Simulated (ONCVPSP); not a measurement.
# Scattering properties, ONCV potential for beryllium (Be)

* Element: Be
* Generator: ONCVPSP 4.0.1
* Type: optimised norm-conserving Vanderbilt (ONCV)
* Functional: PBE
* Relativity: scalar-relativistic
* Frozen core: none
* Valence charge: 4
* Reference configuration: 1s2 (charge +2)
* Partial waves: 1s: rc 0.40 bohr, ncon 3, nbas 6, qcut 23.2 1/bohr, 1 projector; p scattering state at 0.41 Ha: rc 0.40 bohr, ncon 4, nbas 8, qcut 22.6 1/bohr, 2 projectors, debl 3.7 Ha
* Local potential: polynomial inside 0.30 bohr (lpopt 3, dvloc0 0 Ha)
* Core correction: none

The phase is arctan(r·R′/R) of the radial function R(r), unwrapped; energies in Ha, scanned from -6 to 5 Ha. A pole is an energy at which the radial function vanishes at the test radius. The pseudo phase is shifted by a multiple of π to meet the all-electron one at the reference energy, and phase errors are pseudo minus all-electron; the curves can meet again beyond the range given. Levels narrower than the energy grid can be missing from the lists of poles.

**Question.** For each channel, where are the poles, and over which energies does the pseudopotential scatter like the atom?

**Answer.**

```csv
channel,radius (bohr),reference energy (Ha),"poles, all-electron","poles, pseudo",unbroken range about the reference energy with phases within 0.05 rad,phase error 1 Ha above the reference energy (rad)
s,0.41,-4.86,none,none,the whole range,+0.000
p,0.41,0.41,none,none,the whole range,-0.000
```

Note: ghosts flagged at negative energy: s at -128.3 eV; no localised positive-energy state flagged. A true bound ghost makes a file unfit for plane-wave use.

Phases in the s channel:

```csv
E (Ha),all-electron,pseudo
-5.96,-0.872,-0.872
-5.68,-0.900,-0.900
-5.40,-0.928,-0.928
-5.12,-0.955,-0.955
-4.84,-0.980,-0.980
-4.56,-1.005,-1.005
-4.28,-1.028,-1.028
-4.00,-1.051,-1.051
-3.72,-1.073,-1.073
-3.44,-1.095,-1.095
-3.16,-1.115,-1.115
-2.88,-1.135,-1.135
-2.60,-1.154,-1.154
-2.32,-1.172,-1.172
-2.04,-1.190,-1.190
-1.76,-1.207,-1.207
-1.48,-1.224,-1.223
-1.20,-1.240,-1.239
-0.92,-1.255,-1.254
-0.64,-1.270,-1.269
-0.36,-1.285,-1.284
-0.08,-1.299,-1.298
0.20,-1.312,-1.311
0.48,-1.325,-1.324
0.76,-1.338,-1.337
1.04,-1.351,-1.349
1.32,-1.363,-1.361
1.60,-1.375,-1.373
1.88,-1.386,-1.384
2.16,-1.397,-1.395
2.44,-1.408,-1.406
2.72,-1.419,-1.417
3.00,-1.429,-1.427
3.28,-1.439,-1.437
3.56,-1.449,-1.446
3.84,-1.459,-1.456
4.12,-1.468,-1.465
4.40,-1.477,-1.474
4.68,-1.486,-1.483
4.96,-1.495,-1.492
```
